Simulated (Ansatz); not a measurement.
`[SH][GeH]([Cl])[Cl]` + H₂ → `[Cl][GeH2][Cl]` + H₂S at 700 K and 1 bar (hydrogenolysis of a Ge–S bond).

Isolated molecules relaxed with PBE0-D4/def2-TZVP in Ansatz; ΔE leaves out vibrations. CCSD(T)/CBS adds triple-zeta CCSD(T) − MP2 to the extrapolated MP2 energy (def2 sets, frozen cores). This one scheme is used for every species. For Ge outer-core shells are correlated without core-valence functions, which leaves a few kJ/mol of doubt a bond. Scalar relativity is left out up to krypton. One conformer a species, not always the lowest.

```
              species  CCSD(T)/CBS energy (Eh)  H − E (kJ/mol)  S (J/(mol·K))
`[SH][GeH]([Cl])[Cl]`              -3394.75336           115.5          442.9
                   H₂                 -1.17544            46.8          155.3
     `[Cl][GeH2][Cl]`              -2996.94498            95.7          367.9
                  H₂S               -398.97279            64.8          236.9
```

H − E and S are ideal-gas, rigid-rotor, harmonic terms from PBE0-D4/def2-TZVP, for one conformer and one mirror image of each species. The MP2-based limit puts H₂ 0.8 mEh under its directly extrapolated value; such offsets cancel only in part. 1 Eh = 2625.50 kJ/mol, R = 8.31446 J/(mol·K).

Problem. By hand: ΔE, ΔH, ΔS and ΔG.

Solution. ΔE = (-2996.94498) + (-398.97279) − (-3394.75336) − (-1.17544) = 0.01103 Eh = 29.0 kJ/mol. Δ(H − E) = 95.7 + 64.8 − 115.5 − 46.8 = -1.8, so ΔH = 27.2 kJ/mol. ΔS = 367.9 + 236.9 − 442.9 − 155.3 = 6.6 J/(mol·K). ΔG = 27.2 − 700 × (6.6)/1000 = 22.6 kJ/mol.

Problem. By hand: the equilibrium constant, and the temperature at which ΔG would vanish if ΔH and ΔS stayed fixed.

Solution. log₁₀ K = −ΔG/(RT ln 10) = -1.7. ΔG = 0 at ΔH/ΔS = 4121 K, far beyond where these terms or the molecules hold.

The number of gas molecules stays the same, so ΔS is small and ΔH decides. A doubt of 5 kJ/mol in ΔE shifts log₁₀ K by 0.4 here. Other conformers and mirror images would add mixing entropy, several J/(mol·K) or more a flexible species. These are equilibria of isolated gas molecules and say nothing of rates. Largest T1 diagnostic: 0.010 (customary marks: 0.02 for closed shells, 0.045 for open ones).
